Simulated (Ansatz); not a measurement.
Input for Ansatz (a program for electronic structure): U-B3LYP/def2-TZVPP on AlH3Se (SMILES [AlH2][SeH]), a point of a bond scan (R = 1.766 Å).

Ansatz 0.2 input:
```yaml
crystal:
  periodic: [false, false, false]
  atoms:
    - {symbol: Al, position_ang: [0.36409461, 0.02746235, -1.55730963]}
    - {symbol: H, position_ang: [-0.69852445, -0.56976553, -2.55206934]}
    - {symbol: H, position_ang: [1.74544102, 0.64238966, -1.99374994]}
    - {symbol: Se, position_ang: [-0.20119715, -0.03048168, 0.69657830]}
    - {symbol: H, position_ang: [1.31290740, 0.73418712, 1.18930305]}
basis:
  gaussian:
    orbitals: def2-TZVPP
hamiltonian:
  xc: {name: B3LYP}
magnetization: {spin_polarized: true, initial_magnetization: 0}
```

It printed:

```
WARN ansatz: RAYON_NUM_THREADS=1 ignored (pool sized by the plan → 1); use --threads N
Functional definition: B3LYP
integrals: 0.05 GiB planned
879 factors; their error is unknown
mean field: 0.63 GiB planned
mean field evaluation 1: about -71996.5082 eV, gradient 1.0e1 eV
mean field evaluation 2: about -71996.8520 eV, gradient 7.2e0 eV
mean field evaluation 4: about -71997.2149 eV, gradient 2.5e-1 eV
mean field evaluation 8: about -71997.5481 eV, gradient 2.7e-1 eV
mean field evaluation 16: about -71997.5483 eV, gradient 9.9e-6 eV
mean field -71997.54828884 eV, -2645.8610979238 hartree, gradient 9.9e-6 eV, S^2 0.000000; 0 other end points of the search recorded, 0 dependent functions left out
reference -71997.54852968 eV, -2645.8611067746 hartree; 25, 25 occupied and 107, 107 virtual orbitals, 879 factors
Total energy: -71997.54852968 eV, -2645.8611067746 hartree
```

Self-consistency was reached.

Cost: very roughly 4 core-seconds.
